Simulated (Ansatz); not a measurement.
`C[CH](C)[MgH]` and `CC(C)[O][InH2]` differ in one atom or group.

Ansatz, PBE0-D4/def2-TZVP geometries, multiplicity 1. Each molecule was computed in one conformer, which needn't be the lowest.

Elements past krypton have def2 core potentials.

```json
{"property": "HOMO–LUMO gap (ωB97M-V/def2-TZVPP) / eV", "`C[CH](C)[MgH]`": "9.01"}
{"property": "zero-point energy (PBE0-D4/def2-TZVP) / kJ/mol", "`C[CH](C)[MgH]`": "253.6"}
{"property": "HOMO–LUMO gap (PBE0/def2-TZVPP) / eV", "`C[CH](C)[MgH]`": "5.71"}
{"property": "HOMO energy (ωB97M-V/def2-TZVPP) / eV", "`C[CH](C)[MgH]`": "-8.22"}
{"property": "LUMO energy (ωB97M-V/def2-TZVPP) / eV", "`C[CH](C)[MgH]`": "0.79"}
{"property": "size of the dipole moment (ωB97M-V/def2-TZVPP) / D", "`C[CH](C)[MgH]`": "0.50"}
```

(1) What does the change do to each property? (Estimate.)

Results:

(1) The calculation gave: 
```
                                          property  `CC(C)[O][InH2]`  shift
           HOMO–LUMO gap (ωB97M-V/def2-TZVPP) / eV              9.58   0.57
    zero-point energy (PBE0-D4/def2-TZVP) / kJ/mol             287.0   33.4
              HOMO–LUMO gap (PBE0/def2-TZVPP) / eV              5.79   0.08
             HOMO energy (ωB97M-V/def2-TZVPP) / eV             -9.69  -1.47
             LUMO energy (ωB97M-V/def2-TZVPP) / eV             -0.11  -0.90
size of the dipole moment (ωB97M-V/def2-TZVPP) / D              1.62   1.12
```

With PBE0 the HOMO falls by 1.26 eV and the LUMO falls by 1.18 eV, so the gap widens by about 0.08 eV. PBE moves the HOMO by -0.98 eV and ωB97M-V by -1.47 eV. The zero-point energy changes by 33.4 kJ/mol with +6 modes. Dipoles are sizes alone; their direction can turn.
